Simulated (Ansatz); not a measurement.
C₂H₉FOSi₂, SMILES C[Si@H](O)[C@H](F)[SiH3].

Geometry optimised at r2SCAN-D4/def2-SVP. The structure was generated by enumeration; whether it is a known compound was not checked. Other conformers were not sampled.

Two levels are set side by side: PBE/def2-SVPD (Ansatz, an electronic-structure program) and CAM-B3LYP/def2-SVPD (Ansatz). Energy differences of separate SCF runs at the same geometry; the states with an electron removed or added have multiplicity 2 and 2. Differences are taken from unrounded values.

```tsv
quantity	CAM-B3LYP	PBE	PBE minus CAM-B3LYP
vertical ionisation energy (eV)	10.38	9.66	-0.73
vertical singlet–triplet gap (eV)	6.66	5.84	-0.82
```
